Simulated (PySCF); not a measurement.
## Which enantiomer?

Computed with PySCF, TDDFT CAM-B3LYP/def2-SVPD circular dichroism and optical rotation, one conformer, gas phase. Geometry: GFN2-xTB.

Singlets 7 and 8 lie within 0.01 eV of each other, so their separate moments and overlaps can depend on how they mix.

Values for one enantiomer of C5H9ClOSi, R in 10⁻⁴⁰ esu² cm² (velocity form):
| λ (nm) | f | R |
| --- | --- | --- |
| 181 | 0.006 | +8.7 |
| 176 | 0.062 | +13.6 |
| 171 | 0.009 | -0.5 |
| 168 | 0.008 | +24.8 |
| 166 | 0.009 | +8.1 |
| 159 | 0.010 | -9.9 |
| 155 | 0.009 | -9.6 |
| 155 | 0.076 | -8.4 |

[α] at 589.3 nm: +64 deg dm⁻¹ (g/mL)⁻¹ (origin-invariant length gauge).

Problem. Which structure gives these signs?
A. Cl[C@@H]1C[C@H]2O[C@@H]1C[SiH2]2
B. Cl[C@H]1C[C@@H]2O[C@H]1C[SiH2]2

Solution. A. Its CIP labels in SMILES order are R, S, R; the other enantiomer gives every sign reversed.

Geometry of Cl[C@@H]1C[C@H]2O[C@@H]1C[SiH2]2 as run:
```xyz
17

Cl   -1.147    0.101    2.305
C    -1.262    0.494    0.578
C    -1.362   -0.761   -0.301
C    -0.124   -0.608   -1.191
O    -0.012    0.813   -1.337
C    -0.017    1.222    0.012
C     1.296    0.738    0.642
Si    1.471   -0.971   -0.181
H    -2.145    1.129    0.480
H    -2.279   -0.733   -0.893
H    -1.351   -1.679    0.282
H    -0.239   -1.039   -2.182
H    -0.125    2.308    0.046
H     1.251    0.746    1.727
H     2.092    1.418    0.339
H     1.315   -2.106    0.726
H     2.631   -1.061   -1.062
```
